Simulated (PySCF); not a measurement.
# TlN and its ions

CAM-B3LYP; basis Tl aug-cc-pVDZ-PP with ECP60, N aug-cc-pVDZ; scalar-relativistic core potentials; PySCF 2.14. Neutral (UKS): triplet (π ↑↑), Re = 2.319 Å, ωe = 409 cm⁻¹, De = 1.67 eV, HOMO -6.49 eV, LUMO -1.60 eV.

TlN⁺ (UKS): quartet (σ ↑, π ↑↑), Re = 3.047 Å, ωe = 96.2 cm⁻¹. The energies at the minima are -227.09293 hartree for TlN and -226.83220 for TlN⁺.

Question: Work out the adiabatic ionisation energy, without and with harmonic zero-point energies (1 hartree = 27.2114 eV, 1 eV = 8065.5 cm⁻¹), and the change of the bond length.

Answer: At CAM-B3LYP: 0.26073 hartree = 7.095 eV between the minima; the zero-point term (96.2 − 409.0)/2 cm⁻¹ = -0.019 eV makes it 7.075 eV. Re changes by +72.8 pm against the neutral. The electron leaves a σ orbital, and the ion is left as a loose complex of an ion and an atom.

Spin–orbit coupling is left out, which matters for elements this heavy, above all for dissociation energies. States were picked by a PBE0 search and need not be the measured ground states.
